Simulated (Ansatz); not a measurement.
Reaction (cleavage of the Ge–In bond): `[Cl][In]([Cl])[GeH3]` + `O[SiH](Cl)Cl` → `Cl[SiH](Cl)[O][GeH3]` + `[Cl][InH][Cl]`

Isolated molecules relaxed with PBE0-D4/def2-TZVP in Ansatz; ΔE leaves out vibrations. CCSD(T)/CBS adds triple-zeta CCSD(T) − MP2 to the extrapolated MP2 energy (def2 sets, frozen cores). This one scheme is used for every species. def2 core potentials past Kr. For Ge, In outer-core shells are correlated without core-valence functions, which leaves a few kJ/mol of doubt a bond. Scalar relativity is left out up to krypton. Each species was taken in one conformer, which may not be the lowest.

`[Cl][In]([Cl])[GeH3]`:

Z-matrix (Å, degrees):
```
Ge
In 1 2.585
H 1 1.533 2 109.2
H 1 1.533 2 108.9 3 -120.8
H 1 1.534 2 108.1 3 119.8
Cl 2 2.327 1 124.7 3 -15.2
Cl 2 2.327 1 124.6 3 165.3
```

`O[SiH](Cl)Cl`:

```xyz
6

O    -1.248   -0.446   -0.196
Si    0.238   -0.017    0.289
Cl    0.475    2.010    0.237
Cl    1.671   -0.832   -0.915
H    -1.542   -0.212   -1.079
H     0.406   -0.503    1.663
```

`Cl[SiH](Cl)[O][GeH3]`:

```xyz
9

Cl   -2.592    0.196   -0.030
Si   -0.863    0.950   -0.828
Cl   -0.427    2.677    0.177
O     0.331   -0.110   -0.684
Ge    1.027   -1.067    0.663
H    -1.090    1.270   -2.244
H     0.773   -0.308    1.970
H     0.325   -2.430    0.643
H     2.518   -1.178    0.334
```

`[Cl][InH][Cl]`:

```xyz
4

Cl    1.052    1.373    1.351
In   -0.220   -0.032    0.026
Cl    1.054   -1.070   -1.601
H    -1.885   -0.271    0.224
```

```json
{"species": "`[Cl][In]([Cl])[GeH3]`", "CCSD(T)/CBS(def2) energy (Eh)": "-3187.40015"}
{"species": "`O[SiH](Cl)Cl`", "CCSD(T)/CBS(def2) energy (Eh)": "-1285.17016"}
{"species": "`Cl[SiH](Cl)[O][GeH3]`", "CCSD(T)/CBS(def2) energy (Eh)": "-3362.49847"}
{"species": "`[Cl][InH][Cl]`", "CCSD(T)/CBS(def2) energy (Eh)": "-1110.06218"}
```

Work out ΔE.

ΔE = (-3362.49847) + (-1110.06218) − (-3187.40015) − (-1285.17016) = 0.00966 Eh = +25.4 kJ/mol.

Largest T1 diagnostic among the species: 0.013.

At CCSD(T), def2-SVP lies −8.4 kJ/mol from the extrapolated value and def2-TZVPP −7.2 kJ/mol. From BLYP to BHLYP (50 % exact exchange), in def2-TZVPP and without D4, ΔE moves by −13.7 kJ/mol. Leaving LDA and LC-ωPBE aside and taking each functional with its dispersion term where it has one, the values, not all of them listed here, spread over 28.4 kJ/mol, from B97M-V to PBE-D4.
